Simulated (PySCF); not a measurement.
`N#C[C@H]([SiH3])[GeH3]`. Theory: PBE0-D3(BJ)/def2-SVP geometry optimisation, gas phase in PySCF 2.14.0.

```
atom  x, y, z in Å
N1     0.0555    2.6958   -0.4102
C2     0.0561    1.6232    0.0321
C3     0.0578    0.2711    0.5344
Si4    1.6494   -0.6496    0.0312
Ge5   -1.5807   -0.6840   -0.0674
H6     0.0206    0.2967    1.6375
H7     1.5948   -2.0165    0.6291
H8     2.8431    0.0820    0.5432
H9     1.7061   -0.7516   -1.4551
H10   -1.5495   -2.0906    0.5523
H11   -1.5563   -0.7705   -1.5997
H12   -2.8088    0.0978    0.4184
```

Question: How far are the heavy atoms from their best plane (unweighted least squares)?

Answer: 0.261 Å rms; N1 0.20, C2 0.12, C3 0.46, Si4 0.20, Ge5 0.19 Å (magnitudes).

Question: What is the longest distance between nuclei?

Answer: H8···H12, 5.65 Å; the next longest distance is 5.14 Å.

Question: Work out the bond lengths C2–C3, C3–Si4, C3–Ge5, Si4–H7, Si4–H8, Ge5–H11, Ge5–H12 in pm.

Answer: For C2–C3 the difference vector is (0.0017, -1.3521, 0.5023) Å, of length 1.4424 Å. C2–C3 144.2; C3–Si4 190.6; C3–Ge5 199.0; Si4–H7 149.3; Si4–H8 149.1; Ge5–H11 153.5; Ge5–H12 153.5 pm.

Question: How far apart are these pairs, which share no bond: N1···H8, C2···Si4, C3···H12, H6···H8, H6···H11, H9···H12, H11···H12?

Answer: N1···H8 3.938 Å (4 bonds apart); C2···Si4 2.776 Å (2 bonds apart); C3···H12 2.874 Å (2 bonds apart); H6···H8 3.035 Å (3 bonds apart); H6···H11 3.756 Å (3 bonds apart); H9···H12 4.961 Å (4 bonds apart); H11···H12 2.529 Å (2 bonds apart).

Question: What is the repulsion energy of the bare nuclei, Σ ZA·ZB/RAB?

Answer: 388.97 Eh over 66 pairs, with full nuclear charges and distances in bohr; the largest single term is 73.36 Eh (Si4 with Ge5).

Question: Where is the centre of mass (commonest isotopes), and what is the radius of gyration?

Answer: Mass 146.956 u; centre at (-0.465, -0.092, -0.016) Å; Rg = √(Σ m r²/M) = 1.768 Å. As Ia + Ib + Ic = 2 Σ m r², the three principal moments sum to 919.1 u·Å².

No PBE0-D3(BJ)/def2-SVP frequencies stand behind this structure, so it isn't proved a minimum.
